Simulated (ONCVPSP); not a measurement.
## Ru, ONCV: configuration errors across variants

ONCVPSP 4.0.1 input, shortened (lines: element, Z, core and valence counts, functional; n l f; lmax; l rc ep ncon nbas qcut; lloc lpopt rc5 dvloc0; l nproj debl; icmod fcfact rcfact), PBEsol, scalar-relativistic:

```
  Ru 44.00    6    3  -116133      upf
    1    0    2.00
    2    0    2.00
    2    1    6.00
    3    0    2.00
    3    1    6.00
    3    2   10.00
    4    0    2.00
    4    1    6.00
    4    2    7.00
    2
    0    1.05    0.00    3    6    5.50
    1    1.05    0.00    4    7    6.20
    2    1.40    0.00    4    8    6.90
    4    2    0.75    0.00
    0    2    1.50
    1    2    2.00
    2    2    3.10
    2    0.60    0.85
```

In the s channel the program set the typed energies aside and used -3.076, 0.250 Ha.

All-electron excitation energies from the reference (eV): (1) 4s2 4p6 4d7 5s1 -7.300; (2) 4s2 4p6 4d6 18.185; (3) 4s2 4p6 4d5 48.794; (4) 4s2 4p6 4d7 5p1 -3.780.

Errors AE − PS in meV (a dash: test not solved or not reliable):

```csv
change,(1),(2),(3),(4),bound ghosts,GHOST(+) flags above zero
base,+0.7,-0.2,+0.9,+0.8,none,s
p: rc 1.46,+0.7,-0.3,+1.5,+0.8,none,s
"all radii but the core radius scaled by about 1.10 (s 1.16, p 1.16, d 1.54 bohr); local potential polynomial inside 0.82 bohr (lpopt 2, dvloc0 0 Ha)",+0.8,-0.1,+2.6,+0.8,none,s
d: nbas 7,+0.7,-0.3,+0.5,+0.8,none,s
s: qcut 5.2; p: qcut 5.9; d: qcut 6.6,+0.6,-0.2,+1.2,+0.8,none,s
d: rc 1.96,+1.4,+2.3,+22,+0.9,none,s
"local potential polynomial inside 0.75 bohr (lpopt 2, dvloc0 -2.5 Ha)",+0.7,-0.2,+0.9,+0.8,none,s
```

(1) Give the same row for: d: nproj 3.

## Answers

(1) +0.7, -0.2, +0.8, +0.8; bound ghosts: none; GHOST(+) flags above zero: s.
